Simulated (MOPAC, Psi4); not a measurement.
Intermolecular potential of C2H6 ··· C2H6 (SMILES CC and CC). Monomers: optimised at B3LYP-D3(BJ) (def2-TZVP), held rigid. Orientation: lowest of the rigid-body minima from ten starts at GFN2-xTB. The monomers approach along the line of their centres of mass (distance R); nothing else relaxes.

- AM1, restricted, heats of formation (MOPAC)
- SCS-MP2/aug-cc-pVDZ = DF-SCS-MP2/aug-cc-pVDZ, frozen core, counterpoise-corrected (Psi4)
- PBE-D3(BJ)/def2-TZVP, counterpoise-corrected (Psi4)
- SAPT0/jun-cc-pVDZ, frozen core (Psi4)

Interaction energies in kJ/mol:

| R / Å | AM1 | SCS-MP2/aug-cc-pVDZ | PBE-D3(BJ)/def2-TZVP |
|---|---|---|---|
| 3.31 | 1.26 | 5.45 | -0.65 |
| 3.56 | -0.44 | -0.73 | -5.23 |
| 3.77 | -0.26 | -2.50 | -6.21 |
| 3.95 | 0.06 | -2.87 | -6.08 |
| 4.16 | 0.28 | -2.72 | -5.43 |
| 4.32 | 0.34 | -2.44 | -4.78 |
| 4.67 | 0.25 | -1.74 | -3.35 |
| 4.98 | 0.13 | -1.24 | -2.32 |
| 5.42 | 0.03 | -0.75 | -1.33 |
| 6.13 | -0.01 | -0.35 | -0.56 |
| 7.11 | -0.01 | -0.14 | -0.20 |
| 8.47 | 0.00 | -0.05 | -0.06 |

Question: Predict the corresponding SAPT0/jun-cc-pVDZ column.

Answer: 3.31: 3.78; 3.56: -1.33; 3.77: -2.70; 3.95: -2.91; 4.16: -2.68; 4.32: -2.38; 4.67: -1.69; 4.98: -1.21; 5.42: -0.74; 6.13: -0.35; 7.11: -0.14; 8.47: -0.05 (kJ/mol).
